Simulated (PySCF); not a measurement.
## A small calculation by hand: chemical shift, span and skew from a shielding tensor

Ga(H)(Me)2 (C2H7Ga), SMILES [CH3][GaH][CH3]. Atoms are numbered in the order given.

```xyz
10

Ga    -0.0002    -0.3280     0.0000
H      0.0016    -1.9094     0.0000
C      0.0000     0.6147     1.7302
H      0.8889     0.3287     2.3166
H     -0.0099     1.7092     1.6233
H     -0.8768     0.3130     2.3269
C      0.0000     0.6147    -1.7302
H      0.8889     0.3287    -2.3166
H     -0.8768     0.3130    -2.3269
H     -0.0099     1.7092    -1.6233
```

Geometry optimised at PBE0-D3(BJ)/def2-SVP. The structure was generated by enumeration; whether it is a known compound was not checked.

GIAO shieldings from B3LYP/pcSseg-1 run with PySCF, non-relativistic, no solvent. The symmetric part of the tensor of C3 has the principal values 155.3, 186.3, 187.3 ppm. The same nucleus in TMS has σ = 181.3 ppm at this level (PySCF, at its B3LYP-D3(BJ)/def2-TZVP geometry).

Work out the isotropic shielding, the ¹³C shift against TMS, the span and the skew.


σ(iso) = (σ11 + σ22 + σ33)/3 = 176.3 ppm. δ = σ(ref) − σ(iso) = 181.3 − (176.3) = 5.0 ppm.
Span Ω = σ33 − σ11 = 32.0 ppm. Skew κ = 3(σ(iso) − σ22)/Ω = -0.94. Tumbling in solution averages the tensor to δ; in a static solid the shielding alone would spread this spin-1/2 line over Ω.
